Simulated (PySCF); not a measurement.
Core-level binding energies of `N[SiH2]C=O`

CH5NOSi.
Cartesian coordinates in Å at the PBE0-D3(BJ)/def2-SVP level; atoms count from 1:
```xyz
9
CH5NOSi angstrom
N     -1.322   -0.518   -0.551
Si    -0.060    0.547   -0.037
C      1.499   -0.465    0.485
O      2.376    0.022    1.155
H     -1.900   -0.253   -1.339
H     -1.859   -1.053    0.122
H     -0.376    1.457    1.110
H      0.325    1.368   -1.224
H      1.593   -1.528    0.113
```

The calculation used delta-SCF UKS SCAN, pcX-2 on the ionised atom, pcseg-1 elsewhere, spin-free X2C in PySCF. Each binding energy is the total energy of the core-ionised species, with the hole localised on one atom, minus that of the ground state; both are solved self-consistently, so orbital relaxation is included.

Question: List the computed XPS lines with their assignment.

Answer: 
```csv
atom(s),bonded to,level,binding energy (eV),2p1/2 (eV),count
Si2,"N, C and 2 H",Si 2p3/2,107.20,107.82,1
C3,"O (double bond), H and Si",C 1s,293.04,–,1
N1,2 H and Si,N 1s,405.13,–,1
O4,C (double bond),O 1s,538.25,–,1
Si2,"N, C and 2 H",Si 1s,1847.01,–,1
```

Question: Express the binding energy of O 1s of O4 in atomic units and per mole.

Answer: 538.25 eV = 19.7803 Eh = 51933 kJ/mol.

The unrestricted hole states depart most from a pure doublet (⟨S²⟩ = 0.75; over 0.85 named) for C 1s of C3 (0.94), which makes this value less certain. For 2p shells one spin-free hole was relaxed; a mean-field spin–orbit operator and the ground-state splitting of the three 2p orbitals were then diagonalised within the shell. The shell's mean is (2 × 2p3/2 + 2p1/2)/3, and the degeneracies 2j + 1 give areas of 2:1. 2p1/2 minus 2p3/2 (ligand field included): Si 0.62 eV. One conformer (not necessarily the lowest) at the PBE0-D3(BJ)/def2-SVP geometry, without solvent, vibrations or thermal averaging.
